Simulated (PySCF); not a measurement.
Series SiXY, Y = fluoro, computed as singlets and as triplets. Gas-phase values, no solvent. One relaxed conformer stands for each flexible species; it need not be the lowest. Strings in code marks are SMILES.

The highest occupied spin orbital from two functionals at the same geometries (PBE0-D3(BJ)/def2-TZVP), both in PySCF: PBE-D3(BJ)/def2-TZVP and PBE0-D3(BJ)/def2-TZVP. 

| species | PBE-D3(BJ)/def2-TZVP (eV) | PBE0-D3(BJ)/def2-TZVP (eV) |
|---|---|---|
| X = hydroxy, multiplicity 3 (`O[Si]F` (excited triplet; H–O–Si–F torsion 93°)) | -3.65 | -4.82 |
| X = cyano, multiplicity 3 (`N#C[Si]F` (excited triplet)) | -5.17 | -6.28 |
| X = mercapto, multiplicity 3 (`F[Si]S` (excited triplet; F–Si–S–H torsion 89°)) | -4.24 | -5.36 |
| X = AlH2, multiplicity 3 (`F[Si][AlH2]` (triplet; the order of the spin states depends on the level)) | -4.95 | -5.85 |

Over these rows, drawn at random from the members with no instability flagged (it was tested for open shells, ions and some series alone), PBE minus PBE0-D3(BJ): mean +1.08 eV, from +0.90 eV to +1.17 eV.
